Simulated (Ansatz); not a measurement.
# Relaxing a trial structure of CH10O2Si3

The starting geometry of this gas-phase triplet was optimised with GFN2-xTB as a singlet; its bonds are those of `C[SiH](O[SiH3])O[SiH3]`.

```xyz
16

C    -1.9535    0.1209   -0.8730
O    -0.0648   -1.7843   -1.8544
O     0.8709    0.1826   -0.3371
Si   -0.1984   -0.2106   -1.4904
Si    0.6448   -3.2308   -1.6964
Si    1.9050   -0.1827    0.8525
H    -2.1887   -0.4760    0.0046
H    -2.6864   -0.1144   -1.6381
H    -2.0777    1.1654   -0.6055
H     0.2218    0.5291   -2.6729
H     0.4974   -3.6795   -0.3109
H    -0.0991   -4.0674   -2.6349
H     2.0576   -3.1115   -2.0575
H     2.7532    1.0033    0.9440
H     1.1235   -0.4036    2.0711
H     2.6603   -1.3842    0.4946
```

Question: Predict what it relaxes into with B3LYP-D3(BJ)/def2-SVP.

Answer: It falls apart into CH9O2Si3 + H. Contacts that open: Si6–H15 (1.46 → 3.36 Å).

The energy falls by 3.37 eV over 37 steps:

```json
{"step": "1", "E − E(last) (eV)": "3.369"}
{"step": "5", "E − E(last) (eV)": "1.610"}
{"step": "9", "E − E(last) (eV)": "0.906"}
{"step": "13", "E − E(last) (eV)": "0.087"}
{"step": "17", "E − E(last) (eV)": "0.016"}
{"step": "21", "E − E(last) (eV)": "0.009"}
{"step": "25", "E − E(last) (eV)": "0.004"}
{"step": "29", "E − E(last) (eV)": "0.001"}
{"step": "33", "E − E(last) (eV)": "0.000"}
{"step": "37", "E − E(last) (eV)": "0.000"}
```

Final geometry (Å):

```xyz
16

C    -1.8927    0.1115   -0.7791
O    -0.1724   -1.9946   -1.6661
O     0.9003   -0.0661   -0.0969
Si   -0.1825   -0.3720   -1.3218
Si    0.7385   -3.3504   -1.9600
Si    2.0596   -0.6575    0.9401
H    -2.1881   -0.4661    0.1113
H    -2.6260   -0.0852   -1.5775
H    -1.9341    1.1827   -0.5254
H     0.2745    0.3813   -2.5193
H     1.6616   -3.6011   -0.8147
H    -0.1781   -4.5111   -2.1191
H     1.5452   -3.1803   -3.2034
H     2.4736    0.4591    1.8481
H    -0.2576    1.6503    1.7231
H     3.2442   -1.1443    0.1563
```

The end wasn't checked by frequencies. Open shells are spin-unrestricted. The triplet needn't be the ground state. Run with Ansatz 0.2.0, 3.6 min on 4 threads of Arm Neoverse V1, with other jobs on the host.
